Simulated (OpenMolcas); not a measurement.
**Cr2+: moving or changing the point charges**

Cr2+ among 6 point charges of -2 e arranged as an octahedron (Oh), 2.09 Å from the ion.
```
   2.0900    0.0000    0.0000  -2.00
   0.0000    2.0900    0.0000  -2.00
  -2.0900    0.0000    0.0000  -2.00
   0.0000   -2.0900    0.0000  -2.00
   0.0000    0.0000    2.0900  -2.00
   0.0000    0.0000   -2.0900  -2.00
```

```yaml
Program: OpenMolcas 26.06
Method: CASSCF
Basis: ANO-RCC-VDZP [5s4p2d1f]
Scalar_Hamiltonian: DKH2, point nucleus
Active_space: 4 electrons in 5 orbitals (3d)
State_averaging: 2S+1 = 5 even, 5 roots; 2S+1 = 3 even, 45 roots; 2S+1 = 1 even, 50 roots
Spin-orbit_coupling: RASSI with atomic mean-field integrals over the reference wave functions
```

Runs around this geometry, states (labels of O, the rotations of Oh). Energies in cm-1 above the lowest state or level, χT in cm3 K/mol.

```csv
R (Å),q (e),Ground state,First state of that spin,First gap with spin-orbit (degeneracies),χT at 300 K,First state of another spin
2.09,-1.3,5E,5T2 4033,"9.1 (1, 3)",2.891,3T1 17019
1.91,-2,5E,5T2 9087,"5.7 (1, 3)",2.957,3T1 12359
2.09,-2,5E,5T2 6183,"6.8 (1, 3)",2.932,3T1 15094
2.29,-2,5E,5T2 4139,"8.9 (1, 3)",2.893,3T1 16937
```

Taking the first state of the same spin as R^-n, n = -ln(4139 / 9087) / ln(2.29 / 1.91) = 4.3 between the shortest and longest distance.

Scaling the charges by -1.3 / -2 = 0.65 scales the first state of the same spin by 4033 / 6183 = 0.65; with fixed orbitals a first-order splitting would follow the charge.

An orbital doublet at a regular site is open to a Jahn-Teller distortion, which this geometry leaves out. Without dynamic correlation the repulsion within the d shell is too large (B by tens of per cent), so at a given field states of lower spin stand too high. The ground term spreads over less than 5000 cm-1, several times less than with real ligands, so orbital moments are less quenched and χT lies further from the spin-only value than at real sites (holds for R = 2.09, q = -1.3; R = 2.29, q = -2). This is an electrostatic model: the charges have no orbitals. No measured value stands beside these numbers.
